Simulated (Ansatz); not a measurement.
`C[C]([GeH3])=[Se]` + `CCS` → `CCSC` + `[GeH3][CH]=[Se]` at 500 K and 1 bar (substitution at a C–C bond).

Isolated molecules relaxed with PBE0-D4/def2-TZVP in Ansatz; ΔE leaves out vibrations. CCSD(T)/CBS is the MP2 limit (def2-TZVPP, def2-QZVPP) plus CCSD(T) − MP2 in def2-TZVPP, frozen cores. For Ge, Se outer-core shells are correlated without core-valence functions, which leaves a few kJ/mol of doubt a bond. Scalar relativity is left out up to krypton. Each species was taken in one conformer, which may not be the lowest.

```tsv
species	CCSD(T)/CBS energy (Eh)	H − E (kJ/mol)	S (J/(mol·K))
`C[C]([GeH3])=[Se]`	-4556.49424	219.0	420.8
`CCS`	-477.49091	229.0	328.4
`CCSC`	-516.75014	315.7	378.2
`[GeH3][CH]=[Se]`	-4517.22497	135.4	368.9
```

H − E and S are ideal-gas, rigid-rotor, harmonic terms from PBE0-D4/def2-TZVP, for one conformer and one mirror image of each species. 1 Eh = 2625.50 kJ/mol, R = 8.31446 J/(mol·K).

By hand: ΔE, ΔH, ΔS and ΔG.

ΔE = (-516.75014) + (-4517.22497) − (-4556.49424) − (-477.49091) = 0.01004 Eh = 26.4 kJ/mol. Δ(H − E) = 315.7 + 135.4 − 219.0 − 229.0 = 3.1, so ΔH = 29.5 kJ/mol. ΔS = 378.2 + 368.9 − 420.8 − 328.4 = -2.1 J/(mol·K). ΔG = 29.5 − 500 × (-2.1)/1000 = 30.6 kJ/mol.

By hand: the equilibrium constant, and the temperature at which ΔG would vanish if ΔH and ΔS stayed fixed.

log₁₀ K = −ΔG/(RT ln 10) = -3.2. ΔH and −TΔS have one sign here, so there is no such temperature. One of them is within its doubt of zero, so this could turn.

The number of gas molecules stays the same, so ΔS is small and ΔH decides. A doubt of 5 kJ/mol in ΔE shifts log₁₀ K by 0.5 here. Other conformers and mirror images would add mixing entropy, several J/(mol·K) or more a flexible species. Modes under 60 cm⁻¹, often nearly free rotors, make the harmonic entropy too high. These are equilibria of isolated gas molecules and say nothing of rates. Largest T1 diagnostic: 0.014 (customary marks: 0.02 for closed shells, 0.045 for open ones).
